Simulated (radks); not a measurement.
In I, configuration [Kr] 4d10 5s2 5p1. All-electron calculation, Dirac Kohn-Sham, BLYP, spin-unpolarised, spherical densities, finite nucleus; open shells are shared between the two j in proportion to 2j + 1; Fermi nuclear charge, rms radius 4.6156 fm. Program: a radial shooting solver on a logarithmic mesh with Libxc functionals.

Normalised radial functions P(r) = r R(r) (large component), r in bohr:

r	5s1/2
0.001602	0.0234
0.002171	0.0302
0.002943	0.0385
0.003957	0.0480
0.005362	0.0590
0.007209	0.0700
0.00977	0.0799
0.01314	0.0850
0.0178	0.0811
0.02413	0.0620
0.03244	0.0241
0.04396	-0.0341
0.05911	-0.0971
0.08011	-0.1380
0.1086	-0.1134
0.146	-0.0064
0.1978	0.1429
0.266	0.2086
0.3605	0.0855
0.4885	-0.1744
0.6568	-0.3244
0.8901	-0.1677
1.197	0.2166
1.622	0.5757
2.181	0.6954
2.955	0.5727
4.005	0.3363
5.385	0.1409
7.298	0.0371
9.812	0.0058
13.3	0.0004

5s1/2: eigenvalue -8.156 eV, 4 radial nodes at r = 0.0372, 0.148, 0.401, 1.02 bohr, <r> = 2.61 bohr, 90 % of the charge inside 3.92 bohr.
